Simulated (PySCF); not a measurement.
**Computed vibrations of [DyF3(H2O)]−**

[DyF3(H2O)]− (singlet in the valence; each metal's 4f electrons, 10 of them, lie in its core potential, out of spins and levels). PySCF 2.14.0, RKS PBE0, Dy lcecp-0-SVP with ECP56, F def2-SVP, O def2-SVP, H def2-SVP; non-relativistic Hamiltonian with scalar-relativistic core potentials where named; density fitting; no spin-orbit coupling. Central differences of gradients.

```xyz
7

Dy    0.1533   -0.0661    0.0661
F     1.2027    1.1881    1.5091
F    -2.0596   -0.3806    0.3806
F     1.2027   -1.5091   -1.1881
O    -1.7238    1.3872   -1.3872
H    -2.0514    1.4823   -0.4755
H    -2.0514    0.4755   -1.4823
```

Run from Python with OMP_NUM_THREADS=2. Where DIIS fails, smearing, a level shift and second-order steps follow.
It took 85 s on 2 threads of Arm Neoverse V1 (shared host).

What are the harmonic wavenumbers and infrared intensities?

Modes are labelled in Cs; negative numbers are unstable modes, those under 60 cm⁻¹ near the noise; a finer grid moves soft modes by up to 10 cm⁻¹.
```csv
cm⁻¹,km/mol,symmetry
-452,–,a''
57,4.9,a''
72,39.0,a'
104,7.3,a''
106,22.4,a'
142,40.6,a'
255,44.3,a'
391,61.6,a'
425,112.2,a''
434,45.0,a'
562,9.5,a''
850,334.8,a'
1661,156.5,a'
3773,65.5,a''
3780,84.4,a'
```

Is this a minimum?

No: 1 unstable; the lowest moves the atoms so:
```
Dy   0.00  0.00  0.00
F    0.00  0.00  0.00
F    0.00  0.03  0.03
F    0.00  0.00  0.00
O    0.00  0.01  0.01
H   -0.09 -0.70  0.08
H    0.09  0.08 -0.70
```

An lcecp potential fixes the number of 4f electrons, so in runs with it no electron can move into or out of that shell; real Dy(II) is rare or takes another configuration.
